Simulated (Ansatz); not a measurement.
`FC(F)CC(F)(F)C(F)(F)F` and `FC(F)C(F)(F)F` differ in one atom or group.

Ansatz, PBE0-D4/def2-TZVP geometries, multiplicity 1. Each molecule was computed in one conformer, which needn't be the lowest.

```
                                      property  `FC(F)CC(F)(F)C(F)(F)F`
size of the dipole moment (PBE/def2-TZVPP) / D                     1.07
             HOMO energy (PBE/def2-TZVPP) / eV                    -8.42
             LUMO energy (PBE/def2-TZVPP) / eV                     0.22
           HOMO–LUMO gap (PBE/def2-TZVPP) / eV                     8.64
            LUMO energy (PBE0/def2-TZVPP) / eV                     1.29
           HOMO energy (B3LYP/def2-TZVPP) / eV                   -10.04
```

Question: What does the change do to each property? (Best estimate.)

Answer: The calculation gave: 
```json
{"property": "size of the dipole moment (PBE/def2-TZVPP) / D", "`FC(F)C(F)(F)F`": "1.36", "shift": "0.29"}
{"property": "HOMO energy (PBE/def2-TZVPP) / eV", "`FC(F)C(F)(F)F`": "-8.63", "shift": "-0.21"}
{"property": "LUMO energy (PBE/def2-TZVPP) / eV", "`FC(F)C(F)(F)F`": "0.50", "shift": "0.28"}
{"property": "HOMO–LUMO gap (PBE/def2-TZVPP) / eV", "`FC(F)C(F)(F)F`": "9.13", "shift": "0.49"}
{"property": "LUMO energy (PBE0/def2-TZVPP) / eV", "`FC(F)C(F)(F)F`": "1.47", "shift": "0.18"}
{"property": "HOMO energy (B3LYP/def2-TZVPP) / eV", "`FC(F)C(F)(F)F`": "-10.30", "shift": "-0.26"}
```

With PBE0 the HOMO falls by 0.24 eV and the LUMO rises by 0.18 eV, so the gap widens by about 0.42 eV. PBE moves the HOMO by -0.21 eV and ωB97M-V by -0.23 eV. The zero-point energy changes by -108.1 kJ/mol with -18 modes. Dipoles are sizes alone; their direction can turn.

B3LYP here is the variant with VWN-RPA as its local correlation; programs differ in this.
